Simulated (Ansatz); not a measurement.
`OB(O)[TeH]` + `[OH]`• → `OB(O)[Te]`• + H₂O  (hydrogen abstraction from a Te–H bond)

Isolated molecules relaxed with PBE0-D4/def2-TZVP in Ansatz; ΔE leaves out vibrations. CCSD(T)/CBS is the MP2 limit (def2-TZVPP, def2-QZVPP) plus CCSD(T) − MP2 in def2-TZVPP, frozen cores. This one scheme is used for every species. DFT in def2-TZVPP. Open shells (•) are unrestricted, without spin–orbit coupling. Elements past krypton have def2 core potentials. For Te outer-core shells are correlated without core-valence functions, which leaves a few kJ/mol of doubt a bond. One conformer a species, not always the lowest.

| level | ΔE (eV) |
| --- | --- |
| PBE-D4 | -2.26 |
| B2PLYP | -2.24 |

Problem. What does CCSD(T)/CBS give? (Estimate.)

Solution. Ansatz gave: -2.24 eV. The listed levels differ from it by -0.02, 0.00 eV.

Largest T1 diagnostic among the species: 0.012.

At CCSD(T), def2-SVP lies +0.09 eV from the extrapolated value and def2-TZVPP +0.04 eV. From r2SCAN to r2SCAN0 (25 % exact exchange), in def2-TZVPP and without D4, ΔE moves by +0.04 eV.
